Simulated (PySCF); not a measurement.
# Radial density of Te⁺ (tellurium, charge +1)

revPBE, [Kr] 4d10 5s2 5p2 6s1, 6s spin antiparallel (an excited configuration). All numbers are calculated (PySCF 2.14, a scalar-relativistic core potential, in aug-cc-pV5Z-PP with ECP28MDF (8s8p6d4f3g2h, 139 functions)). This is the valence pseudo-density: the core potential removes the inner electrons and smooths the orbitals near the nucleus.

```json
{"r (bohr)": "0.00133", "4πr²ρ (e/bohr)": "1.122e-05", "4πr²(ρα − ρβ)": "0.0000"}
{"r (bohr)": "0.00224", "4πr²ρ (e/bohr)": "3.089e-05", "4πr²(ρα − ρβ)": "0.0000"}
{"r (bohr)": "0.00377", "4πr²ρ (e/bohr)": "8.179e-05", "4πr²(ρα − ρβ)": "0.0000"}
{"r (bohr)": "0.00634", "4πr²ρ (e/bohr)": "0.0002032", "4πr²(ρα − ρβ)": "0.0000"}
{"r (bohr)": "0.0107", "4πr²ρ (e/bohr)": "0.0004700", "4πr²(ρα − ρβ)": "0.0000"}
{"r (bohr)": "0.0179", "4πr²ρ (e/bohr)": "0.0009485", "4πr²(ρα − ρβ)": "0.0000"}
{"r (bohr)": "0.0302", "4πr²ρ (e/bohr)": "0.001577", "4πr²(ρα − ρβ)": "0.0000"}
{"r (bohr)": "0.0508", "4πr²ρ (e/bohr)": "0.002105", "4πr²(ρα − ρβ)": "0.0000"}
{"r (bohr)": "0.0854", "4πr²ρ (e/bohr)": "0.003964", "4πr²(ρα − ρβ)": "0.0000"}
{"r (bohr)": "0.144", "4πr²ρ (e/bohr)": "0.02794", "4πr²(ρα − ρβ)": "0.0001"}
{"r (bohr)": "0.242", "4πr²ρ (e/bohr)": "0.3789", "4πr²(ρα − ρβ)": "0.0023"}
{"r (bohr)": "0.406", "4πr²ρ (e/bohr)": "5.812", "4πr²(ρα − ρβ)": "0.0559"}
{"r (bohr)": "0.684", "4πr²ρ (e/bohr)": "25.46", "4πr²(ρα − ρβ)": "0.1734"}
{"r (bohr)": "1.15", "4πr²ρ (e/bohr)": "12.33", "4πr²(ρα − ρβ)": "0.0502"}
{"r (bohr)": "1.93", "4πr²ρ (e/bohr)": "3.271", "4πr²(ρα − ρβ)": "1.0654"}
{"r (bohr)": "3.25", "4πr²ρ (e/bohr)": "0.7850", "4πr²(ρα − ρβ)": "0.2628"}
{"r (bohr)": "5.47", "4πr²ρ (e/bohr)": "0.2238", "4πr²(ρα − ρβ)": "-0.1995"}
{"r (bohr)": "9.21", "4πr²ρ (e/bohr)": "0.01159", "4πr²(ρα − ρβ)": "-0.0116"}
```

⟨L²⟩ = 3.83 against 2 for a pure P term, so this real determinant mixes terms. Energies and moments cover only the electrons outside the core potential. The outer electron is Rydberg-like, and this basis confines it to a smaller radius and binds it less than a complete one would. With the s spin flipped the determinant is a mixture of two multiplicities, not a spectroscopic state. The s, p, d and f populations moved away from the nominal configuration during the SCF.
